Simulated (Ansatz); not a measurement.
A set of 12 reactions (ligand exchange), with CCSD(T)/CBS values in kJ/mol:

```json
{"reaction": "`[SiH3][O][GeH3]` + `NCS` → `SC[NH][GeH3]` + `O[SiH3]`", "ΔE": "23.4"}
{"reaction": "`B[SiH2]B[SiH2]C` + `CNC` → `C[SiH2]N(C)C` + `B[SiH2]B`", "ΔE": "-56.4"}
{"reaction": "`[SiH3][AlH][SnH3]` + `OCF` → `FC[O][SnH3]` + `[AlH2][SiH3]`", "ΔE": "26.7"}
{"reaction": "`OC#C[SeH]` + PH₃ → `P[SeH]` + `C#CO`", "ΔE": "-58.8"}
{"reaction": "`[OH][InH][NH][SiH3]` + `NBF` → `FBN[SiH3]` + `[NH2][InH][OH]`", "ΔE": "19.0"}
{"reaction": "`O[SiH]([SiH3])[TeH]` + `BO` → `BO[SiH](O)[SiH3]` + H₂Te", "ΔE": "-27.3"}
{"reaction": "`OB(O)[SiH2]F` + HCl → `F[SiH2]Cl` + `OBO`", "ΔE": "-137.2"}
{"reaction": "`F[Si](Cl)(Cl)[GeH3]` + `S[SiH2]Cl` → `F[Si](Cl)(Cl)S[SiH2]Cl` + GeH₄", "ΔE": "-49.7"}
{"reaction": "`[CH3][AlH][CH2]Br` + `[NH2][AlH2]` → `[CH3][AlH][NH][AlH2]` + `CBr`", "ΔE": "-100.7"}
{"reaction": "`O[SiH2]S` + `[SiH3]CS` → `O[SiH2]SC[SiH3]` + H₂S", "ΔE": "5.4"}
{"reaction": "`O[SiH]([SiH3])[TeH]` + `N[AsH2]` → `N[AsH][TeH]` + `O[SiH2][SiH3]`", "ΔE": "9.9"}
{"reaction": "`BS[SiH2]C` + `C=N` → `C=N[SiH2]C` + `BS`", "ΔE": "16.0"}
```

Program: Ansatz. Geometries: PBE0-D4/def2-TZVP. ΔE: electronic, gas phase. CCSD(T)/CBS is the MP2 limit (def2-TZVPP, def2-QZVPP) plus CCSD(T) − MP2 in def2-TZVPP, frozen cores. This one scheme is used for every species. DFT in def2-TZVPP. def2 core potentials past Kr. For As, Br, Ge, In, Se, Sn, Te outer-core shells are correlated without core-valence functions, which leaves a few kJ/mol of doubt a bond. Scalar relativity is left out up to krypton. One conformer a species, not always the lowest.

(1) Give the mean, mean absolute and largest difference (level minus CCSD(T)/CBS, kJ/mol) for: ωB97M-V, B2PLYP, PBE, r2SCAN, PBE0, MP2/def2-TZVPP, SCS-MP2/def2-TZVPP, CCSD(T)/def2-TZVPP, HF/def2-QZVPP, MP2/def2-QZVPP, SCS-MP2/def2-QZVPP, HF/CBS(def2), MP2/CBS(def2), CCSD/CBS(def2). (Estimate.)

The largest T1 diagnostic in the set is 0.016, for `[NH2][InH][OH]` (customary mark 0.02).

CCSD(T)/CBS is a level of theory with its own doubt, and the functionals carry their triple-zeta basis error, so these figures describe this set and don't rank the functionals.

## Answers

(1) Ansatz gave: 
| level | mean | mean absolute | largest |
| --- | --- | --- | --- |
| ωB97M-V | -1.2 | 2.5 | -6.1 |
| B2PLYP | -1.1 | 4.6 | -7.4 |
| PBE | 6.4 | 8.6 | 19.1 |
| r2SCAN | 0.7 | 2.5 | 6.5 |
| PBE0 | 5.0 | 5.8 | 15.2 |
| MP2/def2-TZVPP | -1.5 | 4.0 | -9.8 |
| SCS-MP2/def2-TZVPP | -2.3 | 5.3 | 10.4 |
| CCSD(T)/def2-TZVPP | 0.4 | 2.9 | 9.6 |
| HF/def2-QZVPP | -5.1 | 11.3 | -29.2 |
| MP2/def2-QZVPP | -1.9 | 3.8 | -9.9 |
| SCS-MP2/def2-QZVPP | -2.7 | 4.6 | -10.2 |
| HF/CBS(def2) | -5.2 | 11.4 | -29.5 |
| MP2/CBS(def2) | -1.9 | 3.8 | -10.3 |
| CCSD/CBS(def2) | -0.2 | 1.5 | -4.4 |
